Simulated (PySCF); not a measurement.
**Electron correlation in Mg (magnesium, neutral)**

[Ne] 3s1 3d1, high-spin 3D determinant (an excited configuration). All numbers are calculated (PySCF 2.14, no relativity, point nucleus, in aug-cc-pVTZ with one added diffuse shell each of s, p, d, f type (7s6p4d3f, 66 functions)). Frozen: [Ne]; 2 electrons correlated.

Total MP2 correlation energy: -2.09 mhartree.

Same-spin part -2.09 and opposite-spin part 0.00 mhartree; SCS-MP2 scales them by 1/3 and 6/5 to -0.70 mhartree.
